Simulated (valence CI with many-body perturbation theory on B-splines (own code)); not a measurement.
**Level structure of Ta XXIV**

Method: relativistic CI+MBPT: four valence electrons over a frozen Dirac-Fock core [Kr] 4d10, a basis of 7 s, 7 p, 7 d, 7 f, 4 g, 2 h functions for each j, with the one-electron correlation potential Σ1 (screened to all orders), the two-electron term Σ2, the three-electron term Σ3, Breit, model QED; selected single and double excitations, second order for the rest, scaled by the run's own slope (own B-spline code, finite nucleus).

No measured levels were compared; by estimate terms of the open shell hold to a few per cent of their energy, and close levels can change places.

Levels 91 to 135 of 200, with energies above the lowest level, 4f4 5I_4. "Leading %" is the weight of the configuration and term that name the level; weights of strongly mixed levels are sums over their largest components and can fall short. In the jj column 3d3/2^4 stands for four electrons in 3d with j = 3/2. Lifetimes count E1, E2, E3, M1 and M2 decay at the calculated energies, and are blank where another channel may lead or the interval is too uncertain; long ones can be off by a factor of two.

```csv
No.,Configuration,Term,J,E (cm⁻¹),Leading %,g,Lifetime,Leading jj
91,4f4,3D,1,182190,91,0.588,1.09 ms,4f5/2 4f7/2^3 (63 %)
92,4f4,3F,2,186970,28,1.078,890 μs,4f5/2^2 4f7/2^2 (46 %)
93,4f4,1H,5,191500,64,1.015,1.28 ms,4f5/2 4f7/2^3 (49 %)
94,4f4,1S,0,199200,73,,694 μs,4f5/2 4f7/2^3 (63 %)
95,4f4,3F,4,204710,86,1.218,758 μs,4f5/2^2 4f7/2^2 (48 %)
96,4f4,3H,6,207390,56,1.091,770 μs,4f5/2^2 4f7/2^2 (70 %)
97,4f4,3F,2,208410,66,0.837,,4f7/2^4 (44 %)
98,4f4,3F,3,208720,85,1.090,1.06 ms,4f5/2 4f7/2^3 (91 %)
99,4f4,3P,2,209160,84,1.416,,4f5/2^2 4f7/2^2 (48 %)
100,4f4,3H,4,211330,90,0.820,1.05 ms,4f5/2^2 4f7/2^2 (56 %)
101,4f4,1I,6,219430,55,1.067,820 μs,4f5/2 4f7/2^3 (80 %)
102,4f4,3H,5,220550,72,1.023,1.57 ms,4f5/2 4f7/2^3 (94 %)
103,4f4,3P,1,225850,97,1.473,,4f5/2 4f7/2^3 (88 %)
104,4f4,3P,0,237310,86,,,4f7/2^4 (64 %)
105,4f4,1G,4,246080,94,0.998,,4f5/2^2 4f7/2^2 (47 %)
106,4f4,1D,2,300230,98,0.998,,4f5/2^2 4f7/2^2 (62 %)
107,4f4,1S,0,349670,98,,,4f5/2^2 4f7/2^2 (64 %)
108,4f3.5s,5I°,4,670150,86,0.626,256 μs,4f5/2^3 5s (79 %)
109,4f3.5s,5I°,5,677090,66,0.905,31.9 μs,4f5/2^3 5s (67 %)
110,4f3.5s,5I°,6,691280,85,1.067,58.4 μs,4f5/2^2 4f7/2 5s (85 %)
111,4f3.5s,3I°,5,696450,61,0.871,5.03 μs,4f5/2^2 4f7/2 5s (74 %)
112,4f3.5s,5F°,1,704410,75,0.155,1.38 μs,4f5/2^3 5s (69 %)
113,4f3.5s,5I°,7,704510,90,1.166,80.7 μs,4f5/2 4f7/2^2 5s (65 %)
114,4f3.5s,5F°,2,708170,60,1.069,1.75 μs,4f5/2^3 5s (65 %)
115,4f3.5s,3I°,6,715340,78,1.014,3.58 μs,4f5/2^2 4f7/2 5s (51 %)
116,4f3.5s,3H°,4,716020,42,0.936,2.82 μs,4f5/2^2 4f7/2 5s (74 %)
117,4f3.5s,3G°,5,716460,34,1.137,2.40 μs,4f5/2^2 4f7/2 5s (86 %)
118,4f3.5s,5I°,8,716600,86,1.230,58.5 μs,4f5/2 4f7/2^2 5s (50 %)
119,4f3.5s,5F°,3,717630,82,1.223,1.37 μs,4f5/2^2 4f7/2 5s (71 %)
120,4f3.5s,5S°,2,719550,42,1.364,3.73 μs,4f5/2^2 4f7/2 5s (54 %)
121,4f3.5s,5G°,2,722030,66,0.726,2.93 μs,4f5/2^2 4f7/2 5s (47 %)
122,4f3.5s,5F°,4,724810,61,1.201,1.41 μs,4f5/2^2 4f7/2 5s (69 %)
123,4f3.5s,5G°,3,725520,67,0.895,1.66 μs,4f5/2^2 4f7/2 5s (66 %)
124,4f3.5s,3F°,2,728200,57,0.869,1.69 μs,4f5/2^2 4f7/2 5s (80 %)
125,4f3.5s,3I°,7,730680,74,1.105,2.39 μs,4f5/2 4f7/2^2 5s (49 %)
126,4f3.5s,3S°,1,732290,44,1.387,1.90 μs,4f5/2^2 4f7/2 5s (79 %)
127,4f3.5s,3G°,3,732570,50,0.902,1.15 μs,4f5/2^2 4f7/2 5s (83 %)
128,4f3.5s,5G°,4,734390,66,1.137,1.35 μs,4f5/2^2 4f7/2 5s (81 %)
129,4f3.5s,5F°,5,735780,57,1.255,1.56 μs,4f5/2 4f7/2^2 5s (82 %)
130,4f3.5s,3H°,6,739430,62,1.182,2.92 μs,4f5/2 4f7/2^2 5s (68 %)
131,4f3.5s,3K°,6,741380,81,0.894,3.20 μs,4f5/2 4f7/2^2 5s (51 %)
132,4f3.5s,3G°,3,742130,52,0.911,827 ns,4f5/2^2 4f7/2 5s (54 %)
133,4f3.5s,3K°,7,743170,63,1.026,2.72 μs,4f5/2^2 4f7/2 5s (61 %)
134,4f3.5s,3F°,4,745880,51,1.088,1.52 μs,4f5/2 4f7/2^2 5s (74 %)
135,4f3.5s,1H°,5,746250,54,1.059,1.58 μs,4f5/2 4f7/2^2 5s (69 %)
```

Names give the largest LS component (configuration and term), which can be under half, so a name can repeat, a term be missing and a line seem to break the LS rules; names also repeat where a configuration has a term twice.

Where two levels of one J and parity lie close, their mixing, g and order are uncertain.
